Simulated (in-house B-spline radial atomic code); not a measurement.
## RPA and G0W0 on PBE: Sb XI (Sb10+)

Configuration [Kr] 4d5, highest spin, mean-field start PBE. Computed with an all-electron radial atomic-structure program (B-spline basis): all electrons, non-relativistic, point nucleus, each spin shell either full or empty, empty states to l = 9 with an (l + 1/2)⁻⁴ tail; G0W0 by contour deformation at full frequency.

Without relativity these are model numbers: it shifts the levels of so heavy an element strongly and can reorder them.

Command:
```bash
python run_gw.py task.json out
```
Settings (radii: box in bohr, nucleus in fm):
```
Z                        51
electrons                41
configuration            [Kr] 4d5
hamiltonian              nr
method                   pbe,pbe
lmax                     9
spin_polarised           True
box_radius               6.62
intervals                50
```

Run time, properties included: 2.9 s on 1 thread of Intel(R) Xeon(R) Platinum 8488C (Sapphire Rapids), with other jobs on the host.

Energies (hartree):

```csv
term,value
mean-field total,-6283.77951
Hartree-Fock functional on these orbitals,-6282.30937
direct second order,-3.5288
second-order exchange,1.0036
SOSEX correction,0.94791
```

**Question.** What is the RPA correlation energy, and what remains with SOSEX?

**Answer.** RPA gives -3.1847 hartree (-2.11 eV per electron); RPA + SOSEX gives -2.2368, and the second-order doubles -2.5252 hartree (no singles). SOSEX takes back 30 % of the RPA value.

Quasi-particle levels (eV):

```json
{"level": "4d up", "occupied": "yes", "mean field": "-205.05", "Σx - vxc": "-12.87", "Σc": "?", "QP weight": "?", "G0W0": "?"}
{"level": "4p down", "occupied": "yes", "mean field": "-267.59", "Σx - vxc": "-12.35", "Σc": "-0.72", "QP weight": "0.965", "G0W0": "-280.65"}
{"level": "4d down", "occupied": "no", "mean field": "-198.63", "Σx - vxc": "15.22", "Σc": "-4.21", "QP weight": "0.972", "G0W0": "-187.63"}
```

G0W0 = mean field + (Σx - vxc) + Σc, with Σc (partial-wave tail included) taken at the quasi-particle energy. Only the outer levels were computed. Levels of low weight are left out.

**Question.** Where does G0W0 put 4d up?

**Answer.** At -217.91 eV, with Σc = 0.00 eV and a quasi-particle weight of 0.972. The tabulated removal energy is 214 ± 2.4 eV (NIST, tabulated theory); the calculation leaves out relativity, Breit and QED terms, and what these don't explain is the method's own error.
